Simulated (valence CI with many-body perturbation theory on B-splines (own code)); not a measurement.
# Pm⁴⁷⁺: what the settings do

Calculated by configuration interaction combined with many-body perturbation theory (CI+MBPT): four valence electrons over a frozen Dirac-Fock core [Ne], a basis of 6 s, 6 p, 5 d, 3 f, 1 g functions for each j, with the one-electron correlation potential Σ1, the two-electron term Σ2, the three-electron term Σ3, Breit, model QED; selected CI, second order for the rest, scaled by the run's own slope (own B-spline code, finite nucleus).

No measured spectrum was set against this ion. As an estimate, large intervals hold to a few tenths of a per cent, small ones and those within an open d or f shell to about a per cent.

The reference run has the lowest level (3s^2 3p1/2^2) J=0 and an ionisation energy of 4058.57 eV. Its largest variational space holds 10000 state functions.

Levels are named by their leading jj configuration (3d3/2^4 stands for four electrons in 3d with j = 3/2), which in mixed levels can hold well under half, so a name can repeat and another be missing. Letters in brackets count levels of one name in rising energy.

Changed runs:
A. Davidson tolerance 2e-05 → 0.001
B. lowest core n in screening and Σ2 1 → 3
C. scale of Σ1 1 → 0; scale of Σ2 1 → 0; three-electron term on → off
D. box radius (bohr) 1.756 → 0.45 (bad on purpose)

Excitation energies of the reference run in cm⁻¹, and shifts in cm⁻¹:

```csv
Level,Reference,A,C
(3s^2 3p1/2 3p3/2) J=1,1089660,0,-1818
(3s^2 3p1/2 3p3/2) J=2,1150060,0,-1477
(3s 3p1/2^2 3p3/2) J=2,2087420,0,-200
(3s 3p1/2^2 3p3/2) J=1,2271730,0,+1885
(3s^2 3p3/2^2) J=2,2283630,0,-3145
(3s^2 3p3/2^2) J=0,2414020,0,-2391
(3s^2 3p1/2 3d3/2) J=2,2479370,0,+2012
(3s^2 3p1/2 3d3/2) J=1,2739300,0,+7610
(3s^2 3p1/2 3d5/2) J=2,2837030,0,+2254
(3s^2 3p1/2 3d5/2) J=3,2851210,0,+2236
(3s 3p1/2 3p3/2^2) J=2 [a],3170290,0,-219
(3s 3p1/2 3p3/2^2) J=3,3262340,0,-868
Ionisation energy (eV),4058.57,0,-0.87
```

No effect on these energies: A.

Run B: It gave no result: the setting left no core shell for the response of the core. The program said: "need at least one array to concatenate".

Run D: It gave no result. The program said: "need at least one array to concatenate".
